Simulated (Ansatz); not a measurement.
`C[SiH](O)[Si](O)(O)O` + HCl → `C[SiH](O)Cl` + `O[SiH](O)O`  (cleavage of the Si–Si bond)

Calculated with Ansatz (gas phase, PBE0-D4/def2-TZVP geometries, no zero-point term in ΔE). CCSD(T)/CBS is the MP2 limit (def2-TZVPP, def2-QZVPP) plus CCSD(T) − MP2 in def2-TZVPP, frozen cores. This one scheme is used for every species. Functionals use def2-TZVPP. B3LYP here is the variant with VWN-RPA as its local correlation; programs differ in this. One conformer a species, not always the lowest.

| level | ΔE (kcal/mol) | difference from CCSD(T)/CBS |
| --- | --- | --- |
| PBE0-D4 | -29.0 | 2.9 |
| B3LYP-D4 | -30.1 | 1.8 |
| ωB97X-V | -31.0 | 0.9 |
| B2PLYP | -32.9 | -1.0 |
| PBE | -28.2 | 3.7 |
| r2SCAN | -31.8 | 0.1 |
| MP2/def2-TZVPP | -33.7 | -1.8 |
| CCSD(T)/def2-TZVPP | -31.2 | 0.7 |
| HF/def2-QZVPP | -37.9 | -6.0 |
| CCSD/CBS(def2) | -32.7 | -0.8 |
| CCSD(T)/CBS | -31.9 | 0 |

Largest T1 diagnostic among the species: 0.012.

In def2-TZVPP, CCSD(T) changes the Hartree–Fock value by +6.5 kcal/mol (the triples alone add +0.8 kcal/mol) and MP2 by +4.0 kcal/mol. The D4 term adds +2.1 kcal/mol with B3LYP and +1.3 kcal/mol with PBE0; it sums over pairs of atoms, weighted by their polarisabilities, and B3LYP, whose exchange is more repulsive, gets the larger term.
